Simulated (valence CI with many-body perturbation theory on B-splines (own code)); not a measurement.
**Forbidden lines of Xe XIV**

Level of theory: configuration interaction combined with many-body perturbation theory (CI+MBPT): five valence electrons over a frozen Dirac-Fock core [Kr], radial functions for each j: 7 s, 7 p, 8 d, 6 f, 4 g, 1 h, with the one-electron correlation potential Σ1, the two-electron term Σ2, the three-electron term Σ3, Breit, model QED; selected CI, second order for the rest, scaled by the run's own slope (own B-spline code, finite nucleus).

No measured levels were compared; by estimate terms of the open shell hold to 2 to 4 % of their energy, and close levels can change places. Among the levels kept, up to 1100 cm⁻¹ of a level comes from second order outside the variational space, and about a tenth of that is noise between levels of different J, which matters for small intervals. Excitations out of the core, of the other parity, are not computed and may begin above about 62.5 eV (a cautious bound); beyond it only levels of the ground parity were kept, without lifetimes.

Lines 51 to 100 of 120 in falling wavelength, among levels below 504140 cm⁻¹, chosen from the decays that carry over 1 % of a level's rate. Wavelengths and rates use the calculated energies, so an error of 2000 cm⁻¹ moves a line at 4380 Å by 8.8 % and its rate by three times that or more. Weak lines are less certain than strong ones. Lines between different terms over intervals too small for the method are left out, as are lines whose strength nearly cancels.

Names give the largest LS component (configuration and term), which can be under half, so a name can repeat, a term be missing and a line seem to break the LS rules; names also repeat where a configuration has a term twice. Letters in brackets count levels of one name in rising energy.

```
λ vac (Å)           Upper           Lower  Type   A (s⁻¹)  Branch %
     4380  4d5 2D_3/2 [a]      4d5 4P_3/2    M1  4.92e+01      24.9
     4378  4d5 2F_7/2 [a]  4d5 4G_5/2 [b]    M1  9.83e-01       2.4
     4283  4d5 2F_5/2 [b]      4d5 4P_3/2    M1  1.07e+01       3.4
     4006  4d5 2F_7/2 [c]  4d5 2G_9/2 [a]    M1  6.79e+01      31.7
     3944     4d5 2I_13/2     4d5 4G_11/2    M1  8.67e+00      83.1
     3936  4d5 2D_3/2 [a]      4d5 4D_1/2    M1  2.96e+01      15.0
     3908      4d5 4D_5/2  4d5 4G_5/2 [a]    M1  3.22e+01      13.5
     3886  4d5 2F_7/2 [a]      4d5 4G_7/2    M1  1.21e+00       2.9
     3858      4d5 4F_5/2      4d5 4D_7/2    M1  1.94e+01       5.0
     3808  4d5 2G_9/2 [a]     4d5 4G_11/2    M1  3.10e+01      43.4
     3797     4d5 2H_11/2  4d5 2G_9/2 [a]    M1  3.38e+01       7.0
     3773      4d5 4F_3/2      4d5 4D_3/2    M1  1.25e+02      46.8
     3673  4d5 2F_7/2 [c]  4d5 2F_7/2 [a]    M1  4.19e+01      19.6
     3672     4d5 2H_11/2     4d5 2I_13/2    M1  5.91e+01      12.3
     3654      4d5 2H_9/2      4d5 4D_7/2    M1  1.64e+01       5.2
     3572  4d5 2G_9/2 [a]      4d5 4G_7/2    M1  2.68e+01      37.5
     3531  4d5 2F_5/2 [a]  4d5 4G_5/2 [b]    M1  2.95e+02      69.5
     3509  4d5 2D_3/2 [a]      4d5 4D_5/2    M1  5.07e+01      25.7
     3477  4d5 2F_5/2 [a]      4d5 4D_3/2    M1  1.88e+01       4.4
     3446  4d5 2F_5/2 [b]      4d5 4D_5/2    M1  2.22e+01       7.1
     3408  4d5 2G_7/2 [a]      4d5 4D_7/2    M1  1.24e+01      13.1
     3228  4d5 2F_7/2 [b]      4d5 4D_5/2    M1  4.18e+01       9.6
     3204  4d5 2F_5/2 [a]      4d5 4G_7/2    M1  3.67e+01       8.7
     3200      4d5 4P_3/2  4d5 4G_5/2 [a]    M1  1.22e+01       4.8
     3150      4d5 2S_1/2      4d5 4P_3/2    M1  5.73e+01      16.7
     3036     4d5 2H_11/2     4d5 2I_11/2    M1  2.26e+02      47.0
     2959  4d5 2F_7/2 [a]  4d5 4G_5/2 [a]    M1  5.24e+00      12.7
     2958  4d5 2F_5/2 [b]      4d5 4D_7/2    M1  6.53e+01      21.0
     2913      4d5 2S_1/2      4d5 4D_1/2    M1  7.78e+00       2.3
     2869  4d5 4G_5/2 [a]      4d5 6S_5/2    M1  1.22e+02     100.0
     2823  4d5 2F_7/2 [c]      4d5 4D_5/2    M1  4.08e+00       1.9
     2796  4d5 2F_7/2 [b]      4d5 4D_7/2    M1  1.46e+02      33.4
     2796      4d5 4F_5/2  4d5 4G_5/2 [b]    M1  8.56e+01      21.8
     2725      4d5 2H_9/2      4d5 4G_9/2    M1  1.47e+02      46.8
     2702      4d5 4F_3/2  4d5 4G_5/2 [a]    M1  1.08e+02      40.5
     2639  4d5 2D_3/2 [a]      4d5 4P_1/2    M1  2.19e+00       1.1
     2606      4d5 2H_9/2     4d5 4G_11/2    M1  5.44e+01      17.3
     2586      4d5 4F_5/2      4d5 4G_7/2    M1  7.41e+01      18.9
     2585  4d5 2G_7/2 [a]      4d5 4G_9/2    M1  4.29e+01      45.3
     2551  4d5 2G_7/2 [a]  4d5 4G_5/2 [b]    M1  2.91e+00       3.1
     2547  4d5 2F_5/2 [a]  4d5 4G_5/2 [a]    M1  1.21e+01       2.9
     2493      4d5 2H_9/2      4d5 4G_7/2    M1  6.25e+01      19.9
     2487  4d5 2F_7/2 [c]      4d5 4D_7/2    M1  1.37e+01       6.4
     2331      4d5 4G_7/2      4d5 6S_5/2    M1  4.87e+00      29.3
     2318  4d5 2D_3/2 [a]  4d5 4G_5/2 [b]    M1  3.05e+00       1.5
     2295  4d5 2D_3/2 [a]      4d5 4D_3/2    M1  1.20e+01       6.1
     2291  4d5 2F_5/2 [b]  4d5 4G_5/2 [b]    M1  5.33e+01      17.2
     2268  4d5 2F_5/2 [b]      4d5 4D_3/2    M1  2.41e+01       7.8
     2217  4d5 2F_7/2 [b]      4d5 4G_9/2    M1  1.57e+02      36.0
     2205      4d5 4D_3/2      4d5 6S_5/2    M1  2.15e+02      93.1
```
